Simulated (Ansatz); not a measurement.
Consider the ligand exchange at a B–N bond: `BN(C)C=C` + `C[SiH](S)Cl` → `BS[SiH](C)Cl` + `C=CNC`.

Program: Ansatz. Geometries: PBE0-D4/def2-TZVP. ΔE: electronic, gas phase. CCSD(T)/CBS adds triple-zeta CCSD(T) − MP2 to the extrapolated MP2 energy (def2 sets, frozen cores). Functionals use def2-TZVPP. One conformer a species, not always the lowest.

`BN(C)C=C`:

```xyz
13

B     0.167    1.094   -1.540
N     0.035    0.357   -0.358
C    -0.160    0.990    0.930
C     0.086   -1.036   -0.365
C    -0.027   -1.836    0.692
H     0.326    0.503   -2.566
H     0.117    2.287   -1.487
H     0.652    0.730    1.616
H    -1.103    0.666    1.382
H    -0.182    2.069    0.797
H     0.234   -1.448   -1.357
H    -0.175   -1.470    1.700
H     0.030   -2.907    0.555
```

`C[SiH](S)Cl`:

Z-matrix (Å, degrees):
```
C
Si 1 1.855
H 1 1.092 2 110.1
H 1 1.092 2 110.6 3 -120.1
H 1 1.092 2 110.2 3 120.3
S 2 2.127 1 112.6 3 58.6
Cl 2 2.062 1 107.8 3 -178.0
H 2 1.480 1 113.1 3 -59.4
H 6 1.344 2 94.4 1 51.7
```

`BS[SiH](C)Cl`:

```xyz
11

B     1.424   -1.693   -0.340
S     0.918   -1.096    1.252
Si    0.154    0.809    0.600
C    -1.433    0.621   -0.335
Cl   -0.187    1.916    2.299
H     1.895   -2.786   -0.389
H     1.301   -1.024   -1.324
H     1.199    1.502   -0.184
H    -1.272    0.029   -1.239
H    -2.182    0.119    0.282
H    -1.818    1.602   -0.623
```

`C=CNC`:

Z-matrix (Å, degrees):
```
C
N 1 1.442
H 1 1.092 2 109.3
H 1 1.099 2 113.8 3 -120.7
H 1 1.091 2 109.7 3 117.7
C 2 1.375 1 119.3 3 50.6
H 2 1.009 1 114.4 3 -169.0
C 6 1.334 2 127.0 1 151.7
H 6 1.088 2 113.2 1 -31.2
H 8 1.085 6 122.1 2 -3.4
H 8 1.081 6 120.2 2 175.0
```

| level | ΔE (kcal/mol) |
| --- | --- |
| r2SCAN-D4 | 14.7 |
| MP2/def2-TZVPP | 16.7 |

**Question.** What does CCSD(T)/CBS give? (Best estimate.)

**Answer.** Ansatz gave: +16.7 kcal/mol. The listed levels differ from it by -2.0, 0.0 kcal/mol.

Largest T1 diagnostic among the species: 0.013.

At CCSD(T), def2-SVP lies +0.8 kcal/mol from the extrapolated value and def2-TZVPP +0.2 kcal/mol. Leaving LDA and LC-ωPBE aside and taking each functional with its dispersion term where it has one, the values, not all of them listed here, spread over 3.0 kcal/mol, from revPBE-D4 to CAM-B3LYP-D4. LDA lies +2.9 kcal/mol from PBE without D4. From BLYP to BHLYP (50 % exact exchange), in def2-TZVPP and without D4, ΔE moves by +1.3 kcal/mol.
